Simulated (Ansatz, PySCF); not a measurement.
This Ansatz (a quantum-chemistry and plane-wave program) input computes a CAM-B3LYP/def2-TZVPD energy:

Ansatz 0.2 input:
```yaml
crystal:
  periodic: [false, false, false]
  atoms:
    - {symbol: Sn, position_ang: [-0.27398500, -0.29800870, -0.15150228]}
    - {symbol: Cl, position_ang: [0.10159693, 1.40645448, -1.74126180]}
    - {symbol: Cl, position_ang: [-1.11448683, 0.72172916, 1.80484208]}
    - {symbol: Cl, position_ang: [1.81872815, -1.25168748, 0.38201466]}
basis:
  gaussian:
    orbitals: def2-TZVPD
hamiltonian:
  xc: {name: CAM-B3LYP}
magnetization: {spin_polarized: true, initial_magnetization: 1}
output: {forces: true}
```

Task: Write an input for the same energy in PySCF and say what it gives.

Result: 
```python
from pyscf import gto, scf, dft

mol = gto.M(
    atom='''
    Sn   -0.27398500   -0.29800870   -0.15150228
    Cl    0.10159693    1.40645448   -1.74126180
    Cl   -1.11448683    0.72172916    1.80484208
    Cl    1.81872815   -1.25168748    0.38201466
    ''',
    basis='def2-tzvpd',
    ecp='def2-tzvp',
    charge=0,
    spin=1,
    verbose=4,
)

mf = dft.UKS(mol, xc='camb3lyp').density_fit(auxbasis='def2-universal-jkfit')
mf.grids.level = 3
mf.conv_tol = 1e-9
mf.max_cycle = 100
mf.max_memory = 1500
mf.kernel()
if not mf.converged:
    mf = mf.newton()
    mf.kernel(mf.make_rdm1())
for _ in range(2):
    mo, _, stable, _ = mf.stability(return_status=True)
    if stable:
        break
    mf.kernel(mf.make_rdm1(mo, mf.mo_occ))
mf.analyze()
```
It gives -1595.08793 Eh, and Ansatz -1595.08789 Eh, a difference of 0.04 mEh, from the treatment of integrals and grids.

It need not be the lowest isomer of its formula.
